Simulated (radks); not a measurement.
Question: Hf LXVII, configuration [He] 2s2 2p1 4d1 (not the ground configuration). Calculated with a radial shooting solver on a logarithmic mesh with Libxc functionals: scalar-relativistic Kohn-Sham, PBE, spin-unpolarised, spherical densities, point nucleus. Some entries of the table are withheld. Estimate them.

orbital,occ.,eigenvalue (eV),<r> (bohr),<r^2> (bohr^2)
1s,2,-72867.37,(1),0.0004912
2s,2,-17677.48,0.07730,0.007040
2p,1,-16472.63,(2),0.005640
4d,1,-3863.754,(3),(4)

Answer: 
(1) 1s <r> (bohr): 0.01892
(2) 2p <r> (bohr): 0.06820
(3) 4d <r> (bohr): 0.3059
(4) 4d <r^2> (bohr^2): 0.1071
